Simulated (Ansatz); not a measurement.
Start from `[SiH3][SiH2][GeH3]` and change one atom or group to get `[SiH3][SiH2]Cl`.

Ansatz, PBE0-D4/def2-TZVP geometries, multiplicity 1. 

Scalar relativity is left out up to krypton.

```
                                      property  `[SiH3][SiH2][GeH3]`
             HOMO energy (PBE/def2-TZVPP) / eV                 -6.93
             LUMO energy (PBE/def2-TZVPP) / eV                 -1.01
            HOMO energy (PBE0/def2-TZVPP) / eV                 -7.98
zero-point energy (PBE0-D4/def2-TZVP) / kJ/mol                 170.1
           HOMO energy (B3LYP/def2-TZVPP) / eV                 -7.78
         HOMO–LUMO gap (B3LYP/def2-TZVPP) / eV                  7.40
```

Give the same properties after the change, and the shifts. (Estimate.)

Computed: 
```
                                      property  `[SiH3][SiH2]Cl`  shift
             HOMO energy (PBE/def2-TZVPP) / eV             -7.03  -0.10
             LUMO energy (PBE/def2-TZVPP) / eV             -1.44  -0.43
            HOMO energy (PBE0/def2-TZVPP) / eV             -8.21  -0.23
zero-point energy (PBE0-D4/def2-TZVP) / kJ/mol             113.4  -56.7
           HOMO energy (B3LYP/def2-TZVPP) / eV             -8.00  -0.22
         HOMO–LUMO gap (B3LYP/def2-TZVPP) / eV              7.27  -0.13
```

With PBE0 the HOMO falls by 0.23 eV and the LUMO falls by 0.37 eV, so the gap narrows by about 0.14 eV. PBE moves the HOMO by -0.10 eV and ωB97M-V by -0.31 eV. The zero-point energy changes by -56.7 kJ/mol with -9 modes.

B3LYP here is the variant with VWN-RPA as its local correlation; programs differ in this.
